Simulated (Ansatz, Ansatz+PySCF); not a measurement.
```yaml
atoms:
  - { symbol: S, position_ang: [-0.0036, 0.0084, 0.0040] }
  - { symbol: F, position_ang: [1.5846, 0.0059, 0.0071] }
  - { symbol: F, position_ang: [-1.5737, -0.0072, -0.0004] }
  - { symbol: F, position_ang: [0.0091, 1.5808, -0.0042] }
  - { symbol: F, position_ang: [0.0012, -1.5876, -0.0071] }
  - { symbol: F, position_ang: [-0.0038, 0.0070, 1.5746] }
  - { symbol: F, position_ang: [-0.0032, -0.0093, -1.5787] }
```

Basis set: def2-SVP (spherical functions). Left uncorrelated: 11 orbitals. Charge 0, multiplicity 1.

Computed with Ansatz (development build ahead of 0.2.0); each method stands on the lowest determinant of its kind that the runs found. Restricted open shells among the atoms or ions are ROHF, correlated in semicanonical orbitals with singles.

**Question.** Give the atomization energy at this shape (free ground-state atoms in the same class of orbitals less the molecule, no zero-point energy) of singlet SF6 by RHF-MP2, UHF-MP2, RHF, UHF.

**Answer.**

| method | atomization energy |
| --- | --- |
| RHF-MP2 | 424.00 kcal/mol |
| UHF-MP2 | 424.80 kcal/mol |
| RHF | 204.52 kcal/mol |
| UHF | 188.65 kcal/mol |
